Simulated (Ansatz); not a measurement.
# Predicting a hybrid from its neighbours: BrF

BrF has 2 atoms, charge 0, and is taken as a singlet. As SMILES, `FBr`. The shape is that of a PBE0-D4/def2-TZVP optimisation.

The vertical ionisation energy (to the doublet cation) y, in eV, basis cc-pVTZ; a is the functional's share of exact exchange. Programs: Ansatz 0.2.0.

| functional | program | a | y (eV) |
| --- | --- | --- | --- |
| revPBE | Ansatz | 0 | 11.47 |
| PBE | Ansatz | 0 | 11.54 |
| B3LYP | Ansatz | 0.2 | 11.83 |
| r2SCAN0 | Ansatz | 0.25 | ? |
| PBE0 | Ansatz | 0.25 | 11.80 |
| BHLYP | Ansatz | 0.5 | 11.91 |

Task: Fit y = c + s·a to the known rows and predict r2SCAN0.

Result: 
1. Means of the 5 rows: a = 0.1900, y = 11.710.
2. Σ(Δa)² = 0.172, Σ(Δa·Δy) = 0.1465, so the slope is 0.1465/0.172 = 0.85174.
3. Intercept: 11.710 − (0.85174) × 0.1900 = 11.548. The largest residual of the fit is 0.11.
4. r2SCAN0: 11.548 + (0.85174) × 0.25 = 11.76 eV.

The run gave 11.89 eV, so the prediction is off by -0.13 eV, about the scatter of the fit. Spin-orbit coupling is left out.
